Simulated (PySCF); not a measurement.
Species: 4-ethylphenylboronic acid, C8H11BO2.
Z-matrix (Å and degrees, PBE0-D3(BJ)/def2-SVP geometry), rows numbered from 1:
```
C 
C   1  1.5270
C   2  1.5048  1  112.57
C   3  1.4010  2  120.76  1    81.02
C   4  1.3904  3  120.98  2  -177.77
C   5  1.4040  4  121.29  3    -0.08
B   6  1.5685  5  119.91  4  -179.78
O   7  1.3662  6  123.73  5   175.76
O   7  1.3601  6  118.41  5    -4.10
C   6  1.4017  5  117.35  4     0.13
C  10  1.3922  6  121.54  5    -0.07
H   1  1.1008  2  110.98  3    60.19
H   1  1.1008  2  111.24  3  -179.45
H   1  1.1008  2  111.08  3   -59.16
H   2  1.1025  1  109.49  3   121.77
H   2  1.1017  1  109.57  3  -121.91
H   4  1.0942  3  119.27  2     2.52
H   5  1.0927  4  119.95  3  -179.85
H   8  0.9608  7  113.35  6    -1.44
H   9  0.9632  7  111.27  6   179.51
H  10  1.0962  6  120.45  5   179.80
H  11  1.0938  3  119.36  2    -2.32
```

Level of theory: PBE0-D3(BJ)/def2-SVP geometry optimisation, gas phase in PySCF 2.14.0.

Masses are those of the commonest isotopes; rigid-rotor values at the optimised geometry. The values belong to one conformer with, in the numbering `[CH3:1][CH2:2][c:3]1[cH:4][cH:5][c:6]([B:7]([OH:8])[OH:9])[cH:10][cH:11]1`, C1–C2–C3–C4 81°, C6–B7–O8–H -1°, C6–B7–O9–H 180°.

**Question.** Give the principal moments of inertia and the rotational constants in cm⁻¹.

**Answer.** Ia = 164.23, Ib = 958.62, Ic = 1074.37 u·Å²; 505379 MHz·u·Å²/I gives 3077, 527.2 and 470.4 MHz, that is A = 0.10264, B = 0.01759, C = 0.01569 cm⁻¹.

**Question.** Classify the top.

**Answer.** A near-prolate asymmetric top; Ray's κ = -0.956.

**Question.** What does the inertial defect say?

**Answer.** Not planar: Δ = Ic − Ia − Ib = -48.49 u·Å². For a rigid frame Δ = −2 Σ m c², so Σ m c² = 24.24 u·Å² lies off the ab plane: 7.57 from hydrogen and 16.68 from heavier atoms. The atom farthest from that plane is 1.65 Å away.

**Question.** Give the other two planar moments, Paa and Pbb, and the rms extents of the mass along the axes.

**Answer.** Paa = Σ m a² = (Ib + Ic − Ia)/2 = 934.37 and Pbb = Σ m b² = (Ia + Ic − Ib)/2 = 139.99 u·Å². With the mass M = 150.09 u, the rms extents √(P/M) along a, b and c are 2.50, 0.97, 0.40 Å.

**Question.** Which lines would a microwave search look for?

**Answer.** The dipole components are |μa| = 0.69 D, |μb| = 1.17 D, |μc| = 0.05 D. The squared components, which scale the intensities, stand as 0.35 : 1.00 : 0.00 (a : b : c). Some lines, for components of 0.1 D or more:

```tsv
type	branch	J(Ka,Kc)	MHz	lower level (cm⁻¹)
a	Q	3(1,2) ← 3(1,3)	341	0.280
a	R	1(0,1) ← 0(0,0)	998	0.000
a	R	2(0,2) ← 1(0,1)	1994	0.033
a	R	2(1,1) ← 1(1,0)	2052	0.120
b	Q	1(1,0) ← 1(0,1)	2607	0.033
b	Q	3(1,2) ← 3(0,3)	2753	0.200
b	Q	4(1,3) ← 4(0,4)	2874	0.332
a	R	3(2,2) ← 2(2,1)	2993	0.444
a	R	3(2,1) ← 2(2,0)	2997	0.444
a	R	3(1,2) ← 2(1,1)	3077	0.189
b	R	1(1,1) ← 0(0,0)	3548	0.000
a	R	4(1,4) ← 3(1,3)	3875	0.280
a	R	4(3,2) ← 3(3,1)	3992	0.974
a	R	4(3,1) ← 3(3,0)	3992	0.974
a	R	4(1,3) ← 3(1,2)	4102	0.291
b	R	2(1,2) ← 1(0,1)	4488	0.033
b	R	3(1,3) ← 2(0,2)	5401	0.100
b	Q	2(2,0) ← 2(1,1)	7651	0.189
b	Q	3(2,2) ← 3(1,3)	7906	0.280
b	Q	4(2,3) ← 4(1,4)	8021	0.409
b	R	2(2,1) ← 1(1,0)	9702	0.120
b	R	2(2,0) ← 1(1,1)	9760	0.118
b	Q	3(3,0) ← 3(2,1)	12888	0.544
b	R	4(3,2) ← 3(2,1)	16880	0.544
b	R	4(3,1) ← 3(2,2)	16885	0.544
b	Q	4(4,0) ← 4(3,1)	18047	1.107
b	R	4(4,1) ← 3(3,0)	22039	0.974
```

**Question.** Estimate the classical rotational partition function at 25 K, 50 K and 100 K.

**Answer.** Point group C1, symmetry number σ = 1; q = (√π/σ)·√((kT/h)³/(ABC)), k/h = 20836.6 MHz/K: 24100 at 25 K, 68200 at 50 K, 193000 at 100 K.

Not checked by PBE0-D3(BJ)/def2-SVP frequencies. Zero-point vibration and centrifugal distortion are left out. A rigid rotor knows nothing of internal rotation, which can split or shift real lines. Quadrupole hyperfine structure (11B) is left out.
